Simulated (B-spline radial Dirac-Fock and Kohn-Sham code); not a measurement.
Auger parameter of copper: the L3 level and its strongest L3-MM line

The computed values come from a radial B-spline solver: Dirac-Fock ΔSCF + Breit + QED. The modified Auger parameter α′ is the binding energy plus the kinetic energy of the Auger electron; it does not depend on the energy zero. For free ions it tends to fall with charge, since less charge screens the final holes.

```csv
species,configuration,binding 2p3/2 (eV),Auger line,kinetic (eV),α′ (eV)
Cu,[Ar] 3d10 4s1,938.8,M3M3 J=2,755.2,1694.0
Cu,[Ar] 3d10 4p1,941.0,M3M3 J=2,753.3,1694.3
Cu⁺,[Ar] 3d10,948.6,M3M3 J=2,743.3,1692.0
Cu⁺,[Ar] 3d9 4p1,959.2,M3M3 J=2,735.8,1695.0
Cu⁺ (Watson 2.7 Å),[Ar] 3d10,943.3,M3M3 J=2,748.7,1692.0
Cu²⁺,[Ar] 3d9,969.3,M3M3 J=2,724.2,1693.5
Cu²⁺,[Ar] 3d8 4p1,981.5,M3M3 J=2,716.8,1698.3
Cu²⁺ (Watson 1.6 Å),[Ar] 3d9,951.3,M3M3 J=2,742.2,1693.5
Cu²⁺ (Watson 2.7 Å),[Ar] 3d9,958.6,M3M3 J=2,734.9,1693.5
Cu³⁺,[Ar] 3d8,993.5,M3M3 J=2,704.0,1697.5
Cu³⁺ (Watson 2.2 Å),[Ar] 3d8,973.8,M3M3 J=2,723.7,1697.5
Cu⁴⁺,[Ar] 3d7,1020.8,M3M3 J=2,683.1,1703.9
Cu⁴⁺ (Watson 2.4 Å),[Ar] 3d7,996.8,M3M3 J=2,707.1,1703.9
Cu⁴⁺ (Watson 2.7 Å),[Ar] 3d7,999.5,M3M3 J=2,704.4,1703.9
Cu⁵⁺,[Ar] 3d6,1051.1,M3M3 J=2,661.5,1712.6
Cu⁶⁺,[Ar] 3d5,1084.2,M3M3 J=2,639.3,1723.5
Cu⁷⁺,[Ar] 3d4,1119.8,M3M3 J=2,616.7,1736.5
```
